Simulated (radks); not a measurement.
The numbers below are computed, except where a source is named.
Charge is removed step by step from the 2p up level of the nitrogen ion N+, starting from [He] 2s2 2p(up 2, down 0). Level of theory: scalar-relativistic Kohn-Sham, BLYP, spin-polarised, spherical densities, point nucleus (a radial shooting solver on a logarithmic mesh with Libxc functionals).

removed (e)	E - E(0) (eV)	eigenvalue (eV)	E minus straight line (eV)
0	0.000	-21.915	0.000
0.25	5.966	-25.842	-1.543
0.5	12.934	-29.933	-2.083
0.75	20.945	-34.178	-1.581
1	30.035	-38.563	0.000

Removing the whole electron costs 30.035 eV by Delta-SCF, against 21.915 eV from minus the eigenvalue at the starting occupation. Slater's transition state (half an electron removed) gives 29.933 eV. Integrating minus the eigenvalue over the occupation (Janak's theorem) gives 30.035 eV. In this scalar-relativistic scheme the density is built from large components alone, so the theorem holds only approximately. The mean slope of the eigenvalue, de/dn, is 16.6 eV per electron. Ionisation energy of N+ in the NIST Atomic Spectra Database: 29.601 eV (semi-empirical).
